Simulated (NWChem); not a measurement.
# C2H6B cation

```xyz
9

C      0.0000     0.0000     1.4827
B      0.0000     0.0000     0.0000
C      0.0000     0.0000    -1.4827
H     -0.7883     0.6643     1.8729
H     -0.1811    -1.0148     1.8729
H      0.9694     0.3505     1.8729
H      0.3505     0.9694    -1.8729
H     -1.0148    -0.1811    -1.8729
H      0.6643    -0.7883    -1.8729
```
Atoms are numbered in this order, from 1.

All runs: NWChem. Pople sets run with spherical d functions. Medium grid unless said otherwise, to which SCAN and Minnesota functionals are sensitive. The geometry was optimised at B3LYP/6-31G* (spherical d). B3LYP is NWChem's, with the RPA form of VWN correlation. Total energies of different functionals are on different scales.

```tsv
level	energy (Ha)	highest occupied level (eV)	orbital gap (eV)
B3LYP/6-31G*	-104.3854	-16.91	9.19
PBE/6-31G*	-104.2131	-15.58	7.10
BP86/6-31G*	-104.3674	-15.68	7.14
OLYP/6-31G*	-104.3343	-15.50	7.23
MN15-L/6-31G*	-104.2717	-16.14	8.32
LRC-wPBEh/6-31G*	-104.2596	-19.10	13.37
TPSSh/6-31G*	-104.3921	-16.37	8.44
PW6B95/6-31G*	-104.5155	-17.24	9.79
KT2/6-31G*	-106.2618	-15.65	7.19
TPSS/6-31G*	-104.4011	-15.75	…
RPBE/6-31G*	-104.3899	-15.57	7.15
```

### Question
Complete the blanks.

### Answer

- TPSS/6-31G*, orbital gap (eV): 7.43
